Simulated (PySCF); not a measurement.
## Vertical excitation energies

Zr(OSiMe3)F3, C3H9F3OSiZr (singlet state).
SMILES: `C[Si](C)(C)[O][Zr]([F])([F])[F]`

Computed with PySCF, TDDFT wB97X-D/def2-SVPD, vertical, gas phase, core orbitals frozen in the response, def2 core potentials past Kr. Geometry: PBE0-D3(BJ)/def2-SVP; no solvent, vibrations or thermal averaging. Spin–orbit coupling is left out.

```json
{"state": "S1", "E (eV)": "7.44", "ν̃ (cm⁻¹)": "60030", "f": "0.0001", "main configurations (H = HOMO, L = LUMO)": "H-1/H→L+1 (≥33%), H-1/H→L+2 (≥20%), H-3/H-2→L+1 (≥17%)"}
{"state": "S2", "E (eV)": "7.53", "ν̃ (cm⁻¹)": "60730", "f": "0.0059", "main configurations (H = HOMO, L = LUMO)": "H-1/H→L+1 (≥37%), H-1/H→L+2 (≥18%)"}
{"state": "S3", "E (eV)": "7.53", "ν̃ (cm⁻¹)": "60770", "f": "0.0072", "main configurations (H = HOMO, L = LUMO)": "H-1/H→L+2 (≥43%), H-3/H-2→L+2 (≥17%)"}
{"state": "S4", "E (eV)": "7.88", "ν̃ (cm⁻¹)": "63530", "f": "0.047", "main configurations (H = HOMO, L = LUMO)": "H-1/H→L (≥67%), H-1/H→L+3 (≥14%)"}
{"state": "S5", "E (eV)": "7.89", "ν̃ (cm⁻¹)": "63630", "f": "0.053", "main configurations (H = HOMO, L = LUMO)": "H-1/H→L (≥68%), H-1/H→L+3 (≥13%)"}
{"state": "S6", "E (eV)": "7.97", "ν̃ (cm⁻¹)": "64260", "f": "0.158", "main configurations (H = HOMO, L = LUMO)": "H-1/H→L+2 (≥37%), H-1/H→L+1 (≥28%)"}
{"state": "S7", "E (eV)": "8.58", "ν̃ (cm⁻¹)": "69180", "f": "0.0007", "main configurations (H = HOMO, L = LUMO)": "H-1/H→L+4 (≥22%), H-1/H→L+7 (≥16%), H-1/H→L+5 (≥9%)"}
{"state": "S8", "E (eV)": "8.58", "ν̃ (cm⁻¹)": "69240", "f": "0.0027", "main configurations (H = HOMO, L = LUMO)": "H-1/H→L+4 (≥12%), H-1/H→L+7 (≥9%), H-1/H→L+6 (≥9%)"}
{"state": "S9", "E (eV)": "8.61", "ν̃ (cm⁻¹)": "69440", "f": "0.0027", "main configurations (H = HOMO, L = LUMO)": "H-1/H→L+5 (≥26%), H-1/H→L+8 (≥16%)"}
```

Triplets (Tamm–Dancoff): T1 7.18 eV, H-1/H→L+1 (≥28%), H-1/H→L+2 (≥19%), H-3/H-2→L+1 (≥17%); T2 7.32 eV, H-1/H→L+1 (≥26%), H-3/H-2→L+1 (≥17%), H-1/H→L+2 (≥16%); T3 7.32 eV, H-1/H→L+2 (≥24%), H-1/H→L+1 (≥18%), H-3/H-2→L+2 (≥17%).

The lowest singlet comes at 167 nm (718 kJ/mol) in the vacuum ultraviolet; it is dark (f under 0.0005); its leading configuration is HOMO-1/HOMO→LUMO+1 (≥33%). The most intense listed level is S6 at 7.97 eV (156 nm, f = 0.158), 0.52 eV above S1. S2/S3 and S7/S8 lie within about 0.01 eV of each other in each set. Löwdin shares by element: HOMO (one of a set within 0.03 eV) carbon 43% or more, silicon 18%, oxygen 16% (atoms not listed hold the other 23%); LUMO zirconium 67% (atoms not listed hold the other 33%). Orbital energies (eV): HOMO-3 -12.30, HOMO-2 -12.30, HOMO-1 -10.54, HOMO -10.53, LUMO 1.06, LUMO+1 1.16, LUMO+2 1.20. The listed states span 1.17 eV, and the widest gap between neighbours is 0.61 eV (S6 to S7). Weighted by f, the mean energy of these states is 7.93 eV. No computed singlet lies in the visible range (380 to 750 nm); the lowest, at 167 nm, stands 4.18 eV above its violet end (3.26 eV). Orbitals of the list HOMO-3 to LUMO+2 that lie within 0.01 eV of each other are written together with a slash and their weights summed (≥ marks a lower bound); for degenerate orbitals outside that list single weights are arbitrary. Singlets were solved by full linear response, triplets in the Tamm–Dancoff approximation. The highest level found (8.65 eV, f 0.012 so far) is left out, since the window may have cut off a degenerate partner.

On one thread of an Intel Xeon at 2.50 GHz, shared host with 64 logical CPUs at a one-minute load of 56, this took 5.6 min of wall time (with the writing of density and orbital grids) and 1.6 GiB of memory at its peak.
